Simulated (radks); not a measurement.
Excited configurations of Ar IV: one electron is placed in a higher orbital outside [Ne] 3s2 3p2. The ground configuration is [Ne] 3s2 3p3. Calculated with a radial shooting solver on a logarithmic mesh with Libxc functionals: scalar-relativistic Kohn-Sham, PBEsol, spin-polarised, spherical densities, finite nucleus; open shells are filled with parallel spins first; Fermi nuclear charge, rms radius 3.4274 fm. Excitation = E - E(ground); binding = E(ion) - E, where the ion is the core of charge +4; n* = 4/sqrt(2 binding) in atomic units, and the quantum defect is n - n*.

outer orbital  excitation (eV)  binding (eV)     n*  quantum defect  eigenvalue (eV)  <r> (bohr)
3d                      22.463        36.651  2.437           0.563          -30.008       1.620
4s                      30.778        28.337  2.772           1.228          -25.211       2.965
4p                      35.178        23.937  3.016           0.984          -21.171       3.287
4d                      41.263        17.852  3.492           0.508          -15.587       3.957
4f                      44.756        14.359  3.894           0.106          -12.128       4.127
5p                      45.389        13.725  3.983           1.017          -12.228       5.889
5f                      49.566         9.548  4.775           0.225           -8.297       7.182
6s                      49.278         9.837  4.704           1.296           -8.869       8.516
6d                      51.624         7.491  5.391           0.609           -6.696       10.48
7p                      52.864         6.250  5.902           1.098           -5.651       13.20
7f                      54.171         4.944  6.636           0.364           -4.429       15.49

The Delta-SCF ionisation energy is 59.115 eV (NIST Atomic Spectra Database: 59.6 eV, semi-empirical). Self-interaction in the functional shifts the binding energies and quantum defects, so they are the method's values and not measured ones. Open shells are spherical and high-spin; term and fine-structure splittings are not resolved.
